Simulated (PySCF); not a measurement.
**Radial density of Br⁺ (bromine, charge +1)**

PBE0, [Ar] 3d10 4s2 4p4, high-spin 3P determinant. Computed with PySCF 2.14 in pcseg-2 (6s5p3d1f, 43 functions), with the non-relativistic Hamiltonian (point nucleus).

| r (bohr) | 4πr²ρ (e/bohr) | 4πr²(ρα − ρβ) |
| --- | --- | --- |
| 0.000838 | 0.2465 | 0.0000 |
| 0.00141 | 0.6702 | 0.0000 |
| 0.00237 | 1.772 | 0.0000 |
| 0.00399 | 4.479 | -0.0001 |
| 0.00671 | 10.47 | -0.0001 |
| 0.0113 | 21.54 | 0.0001 |
| 0.0190 | 35.81 | 0.0022 |
| 0.0319 | 42.81 | 0.0132 |
| 0.0537 | 36.50 | 0.0491 |
| 0.0904 | 41.28 | 0.0978 |
| 0.152 | 50.12 | 0.0385 |
| 0.256 | 29.64 | 0.0302 |
| 0.430 | 34.77 | 0.2323 |
| 0.723 | 18.76 | -0.0025 |
| 1.22 | 5.128 | 0.8953 |
| 2.05 | 2.964 | 1.0409 |
| 3.44 | 0.3648 | 0.1397 |
| 5.79 | 0.005669 | 0.0019 |

Problem. Where is the radial spin density 4πr²(ρα − ρβ) most negative, and why is it negative at all?

Solution. Around r = 0.723 bohr, down to -0.0025 e/bohr: exchange with the open shell polarises the paired shells in an unrestricted calculation.
